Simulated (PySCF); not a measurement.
C₆H₆N, SMILES Nc1[c]cccc1, multiplicity 2.

The structure is a stationary point at r2SCAN-D4/def2-SVP. The isomer is the one that the SMILES or the coordinates give; other isomers of the formula were not compared. The values are those of a single conformer.

The numbers are results of PySCF with TDA-PBE/def2-SVPD, not measurements.

Vertical excitations. Isolated molecule, no solvent.

Computed lowest excited states:
```json
[
 {"state": "root 1", "energy (eV)": "1.61", "λ (nm)": "770", "f": "0.000", "main pairs": "β HOMO→LUMO 99 %"},
 {"state": "root 2", "energy (eV)": "2.73", "λ (nm)": "455", "f": "0.001", "main pairs": "β HOMO−1→LUMO 98 %"},
 {"state": "root 3", "energy (eV)": "3.68", "λ (nm)": "337", "f": "0.000", "main pairs": "α HOMO→LUMO 37 %, α HOMO→LUMO+1 11 %, β HOMO→LUMO+1 48 %"},
 {"state": "root 4", "energy (eV)": "3.91", "λ (nm)": "317", "f": "0.000", "main pairs": "α HOMO→LUMO+1 35 %, α HOMO→LUMO 16 %, β HOMO→LUMO+2 43 %"},
 {"state": "root 5", "energy (eV)": "4.35", "λ (nm)": "285", "f": "0.000", "main pairs": "β HOMO−2→LUMO 100 %"},
 {"state": "root 6", "energy (eV)": "4.46", "λ (nm)": "278", "f": "0.009", "main pairs": "α HOMO−2→LUMO 17 %, α HOMO−1→LUMO 16 %, α HOMO→LUMO 14 %, β HOMO−1→LUMO+1 26 %, β HOMO→LUMO+1 19 %"},
 {"state": "root 7", "energy (eV)": "4.50", "λ (nm)": "276", "f": "0.003", "main pairs": "α HOMO−1→LUMO 81 %, β HOMO−1→LUMO+1 7 %"},
 {"state": "root 8", "energy (eV)": "4.65", "λ (nm)": "267", "f": "0.014", "main pairs": "α HOMO−2→LUMO 25 %, α HOMO→LUMO 21 %, β HOMO→LUMO+1 14 %, β HOMO→LUMO+2 12 %, β HOMO−1→LUMO+1 10 %, β HOMO−1→LUMO+2 10 %"},
 {"state": "root 9", "energy (eV)": "4.85", "λ (nm)": "256", "f": "0.002", "main pairs": "α HOMO−1→LUMO+1 97 %"},
 {"state": "root 10", "energy (eV)": "5.10", "λ (nm)": "243", "f": "0.000", "main pairs": "α HOMO→LUMO+2 35 %, β HOMO→LUMO+3 64 %"}
]
```
Unrestricted roots are not spin-pure.
